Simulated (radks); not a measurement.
Excited configurations of Yb: one electron is placed in a higher orbital outside [Xe] 4f14 6s1. The ground configuration is [Xe] 4f14 6s2. All-electron calculation, Dirac Kohn-Sham, PBE, spin-unpolarised, spherical densities, point nucleus; open shells fill j = l - 1/2 first. Program: a radial shooting solver on a logarithmic mesh with Libxc functionals. Excitation = E - E(ground); binding = E(ion) - E, where the ion is the core of charge +1; n* = 1/sqrt(2 binding) in atomic units, and the quantum defect is n - n*.

[
 {"outer orbital": "6p1/2", "excitation (eV)": "2.717", "binding (eV)": "3.821", "n*": "1.887", "<r> (bohr)": "5.243"},
 {"outer orbital": "6d3/2", "excitation (eV)": "5.075", "binding (eV)": "1.463", "n*": "3.050", "<r> (bohr)": "11.74"},
 {"outer orbital": "6f5/2", "excitation (eV)": "5.893", "binding (eV)": "0.645", "n*": "4.594", "<r> (bohr)": "28.66"},
 {"outer orbital": "7s1/2", "excitation (eV)": "4.295", "binding (eV)": "2.243", "n*": "2.463", "<r> (bohr)": "9.661"},
 {"outer orbital": "7p1/2", "excitation (eV)": "4.879", "binding (eV)": "1.658", "n*": "2.864", "<r> (bohr)": "12.29"},
 {"outer orbital": "7d3/2", "excitation (eV)": "5.621", "binding (eV)": "0.917", "n*": "3.852", "<r> (bohr)": "21.54"},
 {"outer orbital": "7f5/2", "excitation (eV)": "6.068", "binding (eV)": "0.469", "n*": "5.383", "<r> (bohr)": "42.81"}
]

The Delta-SCF ionisation energy is 6.538 eV (NIST Atomic Spectra Database: 6.254 eV, measured). Self-interaction in the functional shifts the binding energies and quantum defects, so they are the method's values and not measured ones. Spin polarisation and multiplet splitting are left out, so open shells lie too high by an amount that depends on their filling.

Beside tabulated values, note that spin-unpolarised runs miss the spin-polarisation part of the exchange energy of open shells.
